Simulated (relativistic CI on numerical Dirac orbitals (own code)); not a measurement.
Al IV: from the plainest model towards the measured levels

Calculated with a relativistic CI code on KLI orbitals (one set per configuration, finite nucleus), adding one ingredient at a time: step 1, Dirac-Coulomb, each configuration alone; step 2, with Breit and QED terms; step 3, with configuration mixing; step 4, with scaled Slater integrals (0.85); step 5, with a P86 correlation estimate; step 6, tied to the ionisation limit. P86 is a density functional for the correlation energy, evaluated here for each configuration and added to its levels. Step 6 is semi-empirical: configurations made of the next ion and one excited electron move by 4260 cm⁻¹, so that their limit matches the tabulated ionisation energy, and those with a non-penetrating f or g electron also take the P86 value of the least penetrating other one.

Configuration list (outside the closed core 1s2): 2s²2p⁶, 2s²2p⁵3s, 2s²2p⁵3p, 2s²2p⁵3d, 2s²2p⁵4s, 2s²2p⁵4p, 2s²2p⁵4d, 2s²2p⁵4f, 2s2p⁶3s, 2s2p⁶3p, 2s2p⁶3d.

Computed minus measured energy above the ground level, in cm⁻¹, for 7 of the 13 excited levels that pair in every step (one J of a term; a digit in brackets numbers repeated terms):

```
Configuration  Term  J  Measured  Step 1  Step 2  Step 3  Step 4  Step 5  Step 6
     2s²2p⁵3s   3P°  1    618474   -8887   -9069   -9680   -9305   -1906    2350
     2s²2p⁵3s   1P°  1    624718   -8347   -8564   -8977   -9591   -2193    2065
     2s²2p⁵3p    1S  0    714097    5660    5475    -519   -6976     754    5014
     2s²2p⁵3d   3P°  0    759193  -10411  -10556  -11110  -10342   -2448    1806
     2s²2p⁵3d   3F°  4    761688  -10580  -10748  -10720  -10445   -2552    1707
     2s²2p⁵3d   3D°  1    766881  -10029  -10254  -10320  -10734   -2841    1418
     2s²2p⁵3d   1P°  1    770837   -7263   -7545   -8643   -9750   -1851    2402
```

Mean absolute errors in cm⁻¹, over all paired levels and for the configurations:

| Configuration, levels | Step 1 | Step 2 | Step 3 | Step 4 | Step 5 | Step 6 |
| --- | --- | --- | --- | --- | --- | --- |
| all, 13 | 9474 | 9663 | 9570 | 10021 | 2332 | 2041 |
| 2s²2p⁵3s, 2 | 8617 | 8816 | 9329 | 9448 | 2049 | 2207 |
| 2s²2p⁵3p, 1 | 5660 | 5475 | 519 | 6976 | 754 | 5014 |
| 2s²2p⁵3d, 10 | 10027 | 10251 | 10523 | 10441 | 2547 | 1710 |

Measured levels: NIST levels in Kelleher and Podobedova, J. Phys. Chem. Ref. Data 37, 709 (2008); Martin and Zalubas, J. Phys. Chem. Ref. Data 8, 817 (1979).

The mean absolute error is lowest at step 6 (2041 cm⁻¹), and the largest single drop is from step 4 to 5 (10021 to 2332). Mixing lowers the ground level by 36; relative to it the configurations that move most are 2s²2p⁵3p by -5995, 2s²2p⁵3s by -512, 2s²2p⁵3d by -272. The P86 estimate moves 2s²2p⁵3d by +7894, 2s²2p⁵3p by +7730, 2s²2p⁵3s by +7398, and takes the mean absolute error of the excited configurations from 10021 to 2332. Step 6 takes that error from 2332 to 2041; it grows for 2s²2p⁵3p. The shift fits the limit, so it does little for low levels whose errors differ from those near the limit.
